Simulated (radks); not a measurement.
Values are calculated unless marked as measured or tabulated.
The manganese ion Mn+ inside a hard spherical wall (all orbitals vanish at R), configuration held at [Ar] 3d5 4s1 and not refilled when levels cross. Code: a radial shooting solver on a logarithmic mesh with Libxc functionals. Model: scalar-relativistic Kohn-Sham, r2SCAN, spin-polarised, spherical densities, finite nucleus; open shells are filled with parallel spins first; meta-GGA in the generalised Kohn-Sham scheme; Fermi nuclear charge, rms radius 3.7057 fm. Eigenvalues in eV for spin up, with the zero of energy where the potential of the charges vanishes at infinity; a dash marks a level that is unbound or too diffuse for the functional's potential to be trusted. A positive occupied level is held by the wall or, in an anion where self-interaction has pushed it up, behind a barrier. The pressure on the wall is -dE/dV.

R (bohr)  E (hartree)  kinetic (hartree)    e(3s)    e(3p)    e(3d)    e(4s)  e(4p, empty)  e(5s, empty)  pressure (GPa)
free      -1158.48671           1171.340  -99.105  -66.554  -16.779  -12.895        -7.514             -               0
15        -1158.48671           1171.340  -99.105  -66.554  -16.779  -12.895        -7.514             -        < 0.0001
7         -1158.48524           1171.355  -99.035  -66.485  -16.714  -12.820        -7.282         2.297           0.112
6         -1158.47970           1171.397  -98.859  -66.310  -16.550  -12.594        -6.771         6.174           0.699
3.5       -1158.17596           1172.759  -94.980  -62.524  -12.827   -4.474         5.034        54.764            95.2
2         -1153.35094           1190.199  -71.977  -39.037   14.432   77.596        96.395        301.08            7040
1.5       -1139.74680           1233.218  -30.733    5.082   62.955   238.23        257.22        667.81           56000
